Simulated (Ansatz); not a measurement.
`N[SiH2][GeH2][Cl]` + CH₃SH → `C[S][GeH2][Cl]` + `N[SiH3]` at 298.15 K and 1 bar (cleavage of the Ge–Si bond).

Program: Ansatz. Geometries: PBE0-D4/def2-TZVP. ΔE: electronic, gas phase. CCSD(T)/CBS is the MP2 limit (def2-TZVPP, def2-QZVPP) plus CCSD(T) − MP2 in def2-TZVPP, frozen cores. This one scheme is used for every species. For Ge outer-core shells are correlated without core-valence functions, which leaves a few kJ/mol of doubt a bond. Scalar relativity is left out up to krypton. Each species was taken in one conformer, which may not be the lowest.

```
            species  CCSD(T)/CBS energy (Eh)  H − E (kJ/mol)  S (J/(mol·K))
`N[SiH2][GeH2][Cl]`              -2883.34819           181.9          374.4
              CH₃SH               -438.22835           133.0          253.2
   `C[S][GeH2][Cl]`              -2974.78596           169.0          356.1
          `N[SiH3]`               -346.80422           145.7          264.3
```

H − E and S are ideal-gas, rigid-rotor, harmonic terms from PBE0-D4/def2-TZVP, for one conformer and one mirror image of each species. 1 Eh = 2625.50 kJ/mol, R = 8.31446 J/(mol·K).

**Question.** By hand: ΔE, ΔH, ΔS and ΔG.

**Answer.** ΔE = (-2974.78596) + (-346.80422) − (-2883.34819) − (-438.22835) = -0.01364 Eh = -35.8 kJ/mol. Δ(H − E) = 169.0 + 145.7 − 181.9 − 133.0 = -0.2, so ΔH = -36.0 kJ/mol. ΔS = 356.1 + 264.3 − 374.4 − 253.2 = -7.2 J/(mol·K). ΔG = -36.0 − 298.15 × (-7.2)/1000 = -33.9 kJ/mol.

**Question.** By hand: the equilibrium constant, and the temperature at which ΔG would vanish if ΔH and ΔS stayed fixed.

**Answer.** log₁₀ K = −ΔG/(RT ln 10) = 5.9. ΔG = 0 at ΔH/ΔS = 5000 K, far beyond where these terms or the molecules hold.

The number of gas molecules stays the same, so ΔS is small and ΔH decides. A doubt of 5 kJ/mol in ΔE shifts log₁₀ K by 0.9 here. Other conformers and mirror images would add mixing entropy, several J/(mol·K) or more a flexible species. Modes under 60 cm⁻¹, often nearly free rotors, make the harmonic entropy too high. These are equilibria of isolated gas molecules and say nothing of rates. Largest T1 diagnostic: 0.011 (customary marks: 0.02 for closed shells, 0.045 for open ones).
